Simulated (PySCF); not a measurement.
A series of related molecules.

All values: CAM-B3LYP/def2-SVPD (PySCF) at PBE0-D3(BJ)/def2-SVP geometries, gas phase, one conformer each. Core orbitals are frozen in the response; Δα² is half the sum of the squared differences of the principal polarisabilities.

Question: Rank by polarisability anisotropy Δα, lowest first.
A. `[F:1][B:2]([F:3])[C@@H:4]1[CH2:5][S:6]1` with F1–B2–C4–C5 179°
B. `[Cl:1][B:2]([Cl:3])[C@@H:4]1[CH2:5][S:6]1` with Cl1–B2–C4–C5 172°
C. `[F:1][CH2:2][C@H:3]1[CH2:4][S:5]1` with F1–C2–C3–C4 83°
D. `[SiH3:1][O:2][C@H:3]1[CH2:4][S:5]1` with Si1–O2–C3–C4 -142°
E. `C#C[C@@H]1CS1`

Answer: A (1.80 Å³), C (2.11 Å³), D (2.58 Å³), B (3.12 Å³), E (5.02 Å³).

Question: Rank by dipole moment, lowest first.
A. `C#C[C@@H]1CS1`
B. `[F:1][CH2:2][C@H:3]1[CH2:4][S:5]1` with F1–C2–C3–C4 83°
C. `[Cl:1][B:2]([Cl:3])[C@@H:4]1[CH2:5][S:6]1` with Cl1–B2–C4–C5 172°
D. `[SiH3:1][O:2][C@H:3]1[CH2:4][S:5]1` with Si1–O2–C3–C4 -142°

Answer: B (0.41 D), D (1.22 D), A (1.63 D), C (2.20 D).

All values together:

```tsv
SMILES	formula	μ (D)	HOMO (eV)	LUMO (eV)	α (Å³)	Δα (Å³)	electrons	α per electron (Å³)	ΔSCF removal energy (eV)
[SiH3]O[C@H]1CS1	C2H6OSSi	1.22	-8.16	0.86	10.86	2.58	56	0.194	9.09
ClB(Cl)[C@@H]1CS1	C2H3BCl2S	2.20	-8.46	-0.63	12.19	3.12	70	0.174	9.28
FC[C@H]1CS1	C3H5FS	0.41	-8.31	0.74	8.30	2.11	48	0.173	9.32
FB(F)[C@@H]1CS1	C2H3BF2S	2.31	-8.43	0.02	8.18	1.80	54	0.151	9.42
C#C[C@@H]1CS1	C4H4S	1.63	-8.20	0.39	9.72	5.02	44	0.221	9.10
```

Conformers: `[SiH3:1][O:2][C@H:3]1[CH2:4][S:5]1` with Si1–O2–C3–C4 -142°; `[Cl:1][B:2]([Cl:3])[C@@H:4]1[CH2:5][S:6]1` with Cl1–B2–C4–C5 172°; `[F:1][CH2:2][C@H:3]1[CH2:4][S:5]1` with F1–C2–C3–C4 83°; `[F:1][B:2]([F:3])[C@@H:4]1[CH2:5][S:6]1` with F1–B2–C4–C5 179°.
